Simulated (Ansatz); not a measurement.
```yaml
crystal:
  periodic: [false, false, false]
  atoms:
    - {symbol: N, position_ang: [-0.144244, 1.010048, -0.146425]}
    - {symbol: C, position_ang: [-0.195384, 0.022107, -0.331313]}
    - {symbol: O, position_ang: [0.371495, -0.138753, -0.965092]}
    - {symbol: Si, position_ang: [0.140668, -0.658136, 0.621759]}
    - {symbol: F, position_ang: [0.854607, -0.268714, 1.152859]}
    - {symbol: H, position_ang: [0.352882, 1.003655, 0.306185]}
    - {symbol: H, position_ang: [-0.783449, 1.246002, 0.094114]}
    - {symbol: H, position_ang: [-0.920310, -0.109546, -0.515033]}
    - {symbol: H, position_ang: [0.392840, 0.366250, -1.545159]}
    - {symbol: H, position_ang: [0.447218, -1.715484, 0.285560]}
    - {symbol: H, position_ang: [-0.557874, -0.817217, 1.295590]}
basis:
  gaussian: {orbitals: aug-cc-pVDZ, final_grid: {core_spheres: 8, valence_spheres: 7, degree: 23}}
total_charge: -1
magnetization: {spin_polarized: true, initial_magnetization: 1}
hamiltonian: {xc: {name: PBE}, dispersion: d4}
output: {forces: true}
```

```sh
$ ansatz run in.yaml --threads 4 --pin off --events-out ev --progress --plain --max-ram 10444MiB
```

It prints (some lines left out):

```
Functional definition: PBE
1540 factors; their error is unknown
mean field evaluation 1: about -15112.2322 eV, gradient 1.0e2 eV
mean field evaluation 2: about -14623.2957 eV, gradient 2.9e2 eV
mean field evaluation 4: about -15127.3317 eV, gradient 5.4e1 eV
mean field evaluation 8: about -15150.5284 eV, gradient 4.0e-1 eV
mean field evaluation 16: about -15150.4597 eV, gradient 6.6e-3 eV
mean field evaluation 32: about -15150.4597 eV, gradient 1.1e-5 eV
mean field -15150.45968518 eV, -556.7691240798 hartree, gradient 1.1e-5 eV, S^2 0.750798; 10 other end points of the search recorded, 0 dependent functions left out
reference -15150.45971213 eV, -556.7691250705 hartree; 26, 25 occupied and 147, 148 virtual orbitals, 1540 factors
Total energy: -15150.74702004 eV, -556.7796834414 hartree
Atom 0 at    -0.144244     1.010048    -0.146425 Å, force    -9.720447    51.669029   -24.297575 eV/Å
Atom 1 at    -0.195384     0.022107    -0.331313 Å, force   -72.375668     7.164950    29.859621 eV/Å
Atom 2 at     0.371495    -0.138753    -0.965092 Å, force    86.949459   -47.062645   -84.133974 eV/Å
Atom 3 at     0.140668    -0.658136     0.621759 Å, force  -100.039350   -96.444339   -61.001088 eV/Å
Atom 4 at     0.854607    -0.268714     1.152859 Å, force   139.296927    73.893481   101.286543 eV/Å
Atom 5 at     0.352882     1.003655     0.306185 Å, force    39.149182     7.622140    34.179157 eV/Å
Atom 6 at    -0.783449     1.246002     0.094114 Å, force   -31.559750    15.076901    12.662731 eV/Å
Atom 7 at    -0.920310    -0.109546    -0.515033 Å, force   -33.160615    -7.354431    -6.873311 eV/Å
Atom 8 at     0.392840     0.366250    -1.545159 Å, force     2.360240    14.235997   -18.231793 eV/Å
Atom 9 at     0.447218    -1.715484     0.285560 Å, force     3.180849   -13.292143    -4.408115 eV/Å
Atom 10 at    -0.557874    -0.817217     1.295590 Å, force   -24.080828    -5.508940    20.957804 eV/Å
Dipole moment:     0.429662    -0.498125     0.022704 e Å
```

Task: What is wrong with this run?

Result: The geometry is squeezed to about two thirds of its size. The calculation finished and met its thresholds. The result belongs to that input, not to the molecule as meant.
